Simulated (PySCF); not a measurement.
# Bonding in `[BH3-]O[SiH2]F`

Compound: BFH5OSi (charge -1).
Numbering: `[BH3-:1][O:2][SiH2:3][F:4]` (hydrogens: H5, H6, H7 on B1; H8, H9 on Si3)

Geometry (PBE0-D3(BJ)/def2-SVP, Å), atoms numbered from 1 in this order:
```xyz
9
BFH5OSi angstrom
B      1.1399    0.3232    0.4538
O     -0.0433   -0.6257    0.2699
Si    -1.4250   -0.1615   -0.3837
F     -2.4525   -1.4428   -0.4648
H      1.5557    0.7190   -0.6605
H      0.7951    1.3208    1.1318
H      2.0524   -0.2816    1.0451
H     -2.1995    0.8619    0.4008
H     -1.3397    0.3147   -1.8081
```

Bond orders from the PBE0/pcSseg-1 density (PySCF). One conformer (not necessarily the lowest) at the PBE0-D3(BJ)/def2-SVP geometry, without solvent, vibrations or thermal averaging. The pcSseg-1 basis has no diffuse functions, a weakness for an anion.

Q: How far do the computed orders between heavy atoms stray from the drawn ones?

A: The largest departure is 0.305, at B1–O2 (drawn single, 0.695). Drawn single, order above 1.12: O2–Si3 (1.242). Drawn single, order below 0.88: B1–O2 (0.695) and Si3–F4 (0.852). The SMILES, with its formal charges, is one Lewis structure only.

Q: Set the Mayer orders of the bonds beside their lengths.

A: 
```tsv
bond	drawn as	length (Å)	Mayer order
B1–O2	single	1.528	0.695
O2–Si3	single	1.597	1.242
Si3–F4	single	1.644	0.852
B1–H5	single	1.253	0.938
B1–H6	single	1.255	0.934
B1–H7	single	1.244	0.955
Si3–H8	single	1.504	0.857
Si3–H9	single	1.504	0.857
```

Q: Sum the orders of all bonds at each heavy atom with more than one neighbour and set the sums beside the valence in the SMILES.

A: B1 3.522 (drawn 4), O2 1.937 (drawn 2), Si3 3.808 (drawn 4). Orders between atoms that aren't bonded are not in these sums.

The Mayer order sums products of elements of PS (density times overlap matrix) between the two atoms' basis functions, so it depends on the basis set.
